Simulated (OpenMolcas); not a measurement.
Mo3+ among 8 point charges of -1.2 e arranged as a cube (Oh), 2.11 Å from the ion.

* Program: OpenMolcas
* Method: SS-CASPT2, IPEA 0.25 Eh, imaginary shift 0.1 Eh (closed shells correlated: 4s 4p)
* Basis: ANO-RCC-VDZP [6s5p3d1f]
* Scalar Hamiltonian: DKH2, point nucleus
* Active space: 3 electrons in 5 orbitals (4d)
* State averaging: 2S+1 = 4 even, 10 roots; 2S+1 = 2 even, 40 roots
* Spin-orbit coupling: RASSI with atomic mean-field integrals over the reference wave functions

What is the spin-free ground state (labels of O, the rotations of Oh)?

4T1, 3-fold in its orbital part, 98 % from free-ion F terms; it has the highest spin that d3 allows.

Where is the first state of the same spin?

4T2 at 5850 cm-1 above the ground state.

What are the lowest two levels with spin-orbit coupling?

A 4-fold level Γ8, then a 2-fold level Γ7 270 cm-1 above it. Their leading multiplicities are 4 (98 %) and 4 (100 %).

What is χT at 300 K, and how does it compare with the textbook value?

The lowest level has 2S+1 = 4, for which the spin-only value is χT = S(S+1) / 2 = 1.875 cm3 K/mol (g = 2). The computed 0.583 at 300 K differs by -1.292, through orbital momentum, spin-orbit coupling and any other state in reach. With a threefold ground state the orbital momentum is unquenched, so the spin-only value is not expected to hold.

Roots that are degenerate in the reference are averaged as groups; the widest CASPT2 spread within a group is 340 cm-1 (the 3-fold group of multiplicity 4 near 5850 cm-1 above the lowest state of its run). Shifts and gaps below about the spread of the groups concerned are not significant. An orbital triplet at a regular site is open to Jahn-Teller coupling, which can distort the site and quench the lowest spin-orbit gaps and is left out. Point charges give a weaker field than real ligands, and real ions of this kind are as a rule low spin; the high spin found here belongs to the model. Free-ion shares, where given, are those of the reference states; single-state CASPT2 does not remix them. This is an electrostatic model: the charges have no orbitals. No measured value stands beside these numbers.
